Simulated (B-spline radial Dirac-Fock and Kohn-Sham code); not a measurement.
# What relativity does to the binding energies of Cr¹⁸⁺

System: Cr¹⁸⁺, configuration [He] 2s2 2p2.

Both columns are ΔSCF binding energies of the configuration average from a radial B-spline solver: non-relativistic Hartree-Fock with a point nucleus, and Dirac-Fock with a finite nucleus and the Coulomb interaction alone, averaged over the two j levels with weights 2j+1.

```csv
shell,Hartree-Fock (eV),Dirac-Fock (eV),shift (eV),shift (%)
1s,6910.4,6961.6,+51.22,+0.74
2s,1439.9,1453.1,+13.23,+0.92
2p,1384.8,1389.2,+4.34,+0.31
```

Relativity binds 1s, 2s, 2p more strongly, among those listed most of all 2s in relative terms.

Values without a named source are computed, but for edge energies of neutral atoms, which are taken from tables.
